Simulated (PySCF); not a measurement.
An unknown is described by computed data only.

Formula: C6H6S.

| Quantity | Value |
| --- | --- |
| NMR, other nuclei | isotropic shieldings of nuclei other than C and H, by class: 504 (1 S) ppm [GIAO PBE0/pcSseg-1] |
| 1H NMR | chemical shifts (computed TMS as zero) by class: 7.46 (2 H), 7.32 (2 H), 7.24 (1 H), 3.60 (1 H) ppm [GIAO PBE0/pcSseg-1] |
| 13C NMR | chemical shifts (computed TMS as zero) by class: 143.1 (1 C), 134.6 (2 C), 130.9 (2 C), 128.8 (1 C) ppm [GIAO PBE0/pcSseg-1] |
| Rotational structure | rotational constants A, B, C: 5.659, 1.598, 1.246 GHz [GFN2-xTB] |
| Dipole | 1.23 D [PBE0/pcSseg-1] |

Gas-phase values; electronic properties from PySCF, density fitting. Levels stand in brackets. One conformer (not necessarily the lowest) at the GFN2-xTB geometry, without solvent, vibrations or thermal averaging. NMR values are class means; diastereotopic atoms form classes of their own.

**Question.** What is the compound? Reason from the data.

**Answer.** Numbering: `[SH:1][c:2]1[cH:3][cH:4][cH:5][cH:6][cH:7]1`. Its formula, C6H6S, gives 4 degrees of unsaturation: 1 ring and 3 π bonds in the structure found (Kekulé form). 6 carbons fall into 4 classes; from least to most shielded: substituted aromatic carbon [C2] (143.1 ppm), aromatic CH carbon [C4/C6] (134.6 ppm, 2 C), aromatic CH carbon [C3/C7] (130.9 ppm, 2 C, up to 2.2 ppm apart in this geometry), aromatic CH carbon [C5] (128.8 ppm). Hydrogen classes from least to most shielded: 2 H on the meta carbons, C4/C6 (7.46 ppm), 2 H on the ortho carbons, C3/C7 (7.32 ppm), 1 H on the para carbon, C5 (7.24 ppm), 1 H on a thiol sulfur, S1 (3.60 ppm). The other shieldings belong to: 504 ppm, thiol sulfur [S1]. The optimised geometry has point group Cs and is an asymmetric top. Structure: `SC1=CC=CC=C1`. Computed isomers that give other values at the same levels: `CC(=S)C=C1C=C1` (13C chemical shifts (computed TMS as zero) by class: 243.7 (1 C), 153.4 (1 C), 143.9 (1 C), 138.6 (1 C), 100.2 (1 C), 42.0 (1 C) ppm); `C=Cc1ccsc1` (13C chemical shifts (computed TMS as zero) by class: 145.3 (1 C), 138.6 (1 C), 134.9 (1 C), 133.4 (1 C), 127.2 (1 C), 118.3 (1 C) ppm); `C=Cc1cccs1` (13C chemical shifts (computed TMS as zero) by class: 154.7 (1 C), 138.1 (1 C), 133.0 (1 C), 131.6 (1 C), 131.3 (1 C), 118.2 (1 C) ppm). The assignments are read from this structure; whether some other isomer fits the data as well wasn't checked.

The values belong to the conformer `[SH:1][c:2]1[cH:3][cH:4][cH:5][cH:6][cH:7]1`: H–S1–C2–C3 180°.
